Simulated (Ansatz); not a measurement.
Reaction: CH5GeO (SMILES O[CH][GeH3], doublet) → CH5GeO (SMILES [CH3][GeH][OH], doublet)
Each species at its own B3LYP-D3(BJ)/def2-TZVP minimum (Ansatz, a first-principles code), one conformer.

Property: isomerisation energy (electronic), in kcal/mol. Open shells are spin-unrestricted; no spin-orbit coupling. Cores are frozen in correlated methods (noble-gas shells, and filled d and f shells in the p block). No relativity. CBS(X,Y): correlation extrapolated as X^-3, Hartree-Fock from the larger set. A bracket is a step between two methods taken in the basis named.

CCSD(T)/CBS(cc-pVTZ,cc-pVQZ) + [CCSDT(Q) - CCSD(T)]/cc-pVDZ (Ansatz) gives -45.2 kcal/mol.

Question: How far off this value is PBE/def2-TZVPD (Ansatz), in which direction, and how far these levels: r2SCAN/def2-TZVPD, B3LYP/def2-TZVPD, wB97M-V/def2-TZVPD, CCSD(T)/CBS(cc-pVTZ,cc-pVQZ)?

Answer: PBE gives -41.2 kcal/mol, 4.0 kcal/mol above it. Differences of the others: r2SCAN/def2-TZVPD (Ansatz) 4.4; B3LYP/def2-TZVPD (Ansatz) 3.7; wB97M-V/def2-TZVPD (Ansatz) 2.8; CCSD(T)/CBS(cc-pVTZ,cc-pVQZ) (Ansatz) 0.1 kcal/mol.
